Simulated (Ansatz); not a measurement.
Compare A (`N[SiH]1C=CN1`) with its isomer B (`NC1N=C1[SiH3]`).

Calculated with Ansatz (gas phase, PBE0-D4/def2-TZVP geometries, no zero-point term in ΔE). CCSD(T)/CBS adds triple-zeta CCSD(T) − MP2 to the extrapolated MP2 energy (def2 sets, frozen cores). DFT in def2-TZVPP. B3LYP here is the variant with VWN-RPA as its local correlation; programs differ in this. One conformer a species, not always the lowest.

A:

```xyz
11

N     1.3618   -0.8294    1.2838
Si   -0.0705   -0.4423    0.4631
C    -0.6320    1.2804    0.1910
C    -0.6930    0.9541   -1.1198
N    -0.0870   -0.2980   -1.3218
H     1.5149   -1.7280    1.7073
H     2.2100   -0.2988    1.1793
H    -1.0712   -1.4381    0.9229
H    -0.9249    2.2041    0.6602
H    -1.1136    1.5107   -1.9568
H    -0.4944   -0.9149   -2.0093
```

B:

Z-matrix (Å, degrees):
```
C
N 1 1.503
C 1 1.447 2 50.8
N 1 1.417 2 121.2 3 -107.5
H 1 1.086 2 116.0 3 108.7
Si 3 1.863 1 152.4 2 -174.7
H 4 1.012 1 111.7 2 34.7
H 4 1.013 1 111.5 2 -86.7
H 6 1.484 3 108.1 1 54.8
H 6 1.483 3 108.0 1 -63.6
H 6 1.483 3 109.6 1 175.6
```

Q: Which is lower in electronic energy at CCSD(T)/CBS, and by how much? (Estimate.)

A: Ansatz gave: A, by 259.1 kJ/mol.

Q: Give E(B) − E(A) in kJ/mol with HF/def2-TZVPP, PBE0-D4, B3LYP-D4, ωB97M-V, B2PLYP, CCSD(T)/def2-TZVPP, B3LYP. (Estimate.)

A: Computed: HF/def2-TZVPP 253.3, PBE0-D4 255.0, B3LYP-D4 250.0, ωB97M-V 259.4, B2PLYP 252.2, CCSD(T)/def2-TZVPP 248.9, B3LYP 246.9. None reverses the order clearly.

Largest T1 diagnostic: 0.013.

From PBE to PBE0 (25 % exact exchange), in def2-TZVPP and without D4, E(B) − E(A) moves by +13.8 kJ/mol. The D4 term adds +3.1 kJ/mol with B3LYP and +1.4 kJ/mol with PBE0; it sums over pairs of atoms, weighted by their polarisabilities, and B3LYP, whose exchange is more repulsive, gets the larger term.
